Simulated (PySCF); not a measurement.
**Partial charges of `CC(C)C1CCCCC1`**

Species: C9H18.
Cartesian coordinates in Å at the PBE0-D3(BJ)/def2-SVP level; atoms count from 1:
```xyz
27
C9H18 angstrom
C     -2.0177    1.4341    0.7968
C     -1.7784   -0.0257    0.4204
C     -2.7686   -0.4727   -0.6507
C     -0.3220   -0.3357    0.0245
C      0.2013    0.4876   -1.1551
C      1.6146    0.0713   -1.5512
C      2.5753    0.1612   -0.3706
C      2.0630   -0.6415    0.8203
C      0.6466   -0.2261    1.2041
H     -1.8959    2.1001   -0.0722
H     -1.3297    1.7791    1.5831
H     -3.0432    1.5748    1.1721
H     -1.9785   -0.6338    1.3223
H     -2.6141   -1.5276   -0.9270
H     -2.6737    0.1303   -1.5681
H     -3.8065   -0.3662   -0.2987
H     -0.3102   -1.3963   -0.2953
H      0.2093    1.5568   -0.8778
H     -0.4748    0.3966   -2.0203
H      1.9746    0.6920   -2.3879
H      1.5949   -0.9690   -1.9239
H      2.6839    1.2202   -0.0732
H      3.5808   -0.1824   -0.6638
H      2.7416   -0.5284    1.6815
H      2.0678   -1.7160    0.5617
H      0.2812   -0.8394    2.0451
H      0.6665    0.8171    1.5672
```

Density: PBE0/pcSseg-1 (PySCF); schemes: Mulliken, IAO, Hirshfeld and ESP-fitted. Geometry: PBE0-D3(BJ)/def2-SVP, one conformer, isolated molecule.

**Question.** Atoms with like bonding are taken together and averaged. Which atoms carry the highest charge in the Mulliken, IAO, Hirshfeld and ESP-fitted schemes?

**Answer.** The schemes don't all agree: Mulliken H23 (+0.118); IAO H10 (×6) (+0.131); Hirshfeld H20/H24 and H23 (+0.037); ESP-fitted C2 (+0.268).

**Question.** For which atoms does the sign change between the 4 schemes (beyond +0.03 e in one, beyond −0.03 e in another)?

**Answer.** C2 and C4. Atomic charges aren't observables, and each scheme defines them in its own way.

**Question.** Tabulate the Mulliken, IAO, Hirshfeld and ESP-fitted charges.

**Answer.** In e; atoms taken as equivalent share a row and are averaged (×n: the atom named and its like, n in all):

| atom | environment | Mulliken | IAO | Hirshfeld | ESP-fitted |
| --- | --- | --- | --- | --- | --- |
| C1/C3 | methyl carbon | -0.218 | -0.407 | -0.116 | -0.478 |
| C2 | sp3 CH carbon | -0.311 | -0.089 | -0.017 | +0.268 |
| C4 | sp3 CH carbon | -0.326 | -0.100 | -0.021 | +0.114 |
| C5/C9 | ring CH2 carbon | -0.165 | -0.251 | -0.069 | -0.149 |
| C6/C8 | ring CH2 carbon | -0.199 | -0.248 | -0.068 | -0.061 |
| C7 | ring CH2 carbon | -0.230 | -0.250 | -0.068 | -0.051 |
| H10 (×6) | methyl hydrogen | +0.112 | +0.131 | +0.036 | +0.112 |
| H13 | methine hydrogen | +0.112 | +0.120 | +0.032 | -0.004 |
| H17 | methine hydrogen | +0.108 | +0.111 | +0.029 | +0.009 |
| H18/H27 | methylene hydrogen | +0.112 | +0.117 | +0.031 | +0.065 |
| H19/H26 | methylene hydrogen | +0.117 | +0.125 | +0.035 | +0.031 |
| H20/H24 | methylene hydrogen | +0.117 | +0.130 | +0.037 | +0.029 |
| H21/H25 | methylene hydrogen | +0.109 | +0.120 | +0.032 | +0.035 |
| H22 | methylene hydrogen | +0.111 | +0.120 | +0.032 | +0.030 |
| H23 | methylene hydrogen | +0.118 | +0.130 | +0.037 | +0.021 |

Mean size of the charges over all atoms: IAO 0.167 e, Mulliken 0.150 e, ESP-fitted 0.106 e, Hirshfeld 0.045 e. Each set sums to the total charge, 0, to within 0.001 e. The Hirshfeld scheme weights the molecular density at each point by an atom's share of the summed free-atom densities. The IAO scheme counts the electrons in orthogonalised intrinsic atomic orbitals, a minimal basis polarised so that it spans the occupied orbitals exactly.

Some averages cover members that differ in this geometry: C1/C3, ESP-fitted -0.542 to -0.414; C5/C9, ESP-fitted -0.210 to -0.088; H10 (×6), ESP-fitted +0.078 to +0.141; C6/C8, ESP-fitted -0.086 to -0.036 e.

**Question.** How many electrons does the IAO scheme count on C7?

**Answer.** Z − q = 6 − (-0.250) = 6.250.

**Question.** How closely do the schemes follow one another over all atoms?

**Answer.** Correlation coefficient and root-mean-square difference: IAO with Hirshfeld 1.00, 0.135 e; Mulliken with IAO 0.89, 0.085 e; Mulliken with Hirshfeld 0.87, 0.120 e; Hirshfeld with ESP-fitted 0.77, 0.127 e; IAO with ESP-fitted 0.74, 0.128 e; Mulliken with ESP-fitted 0.41, 0.177 e.
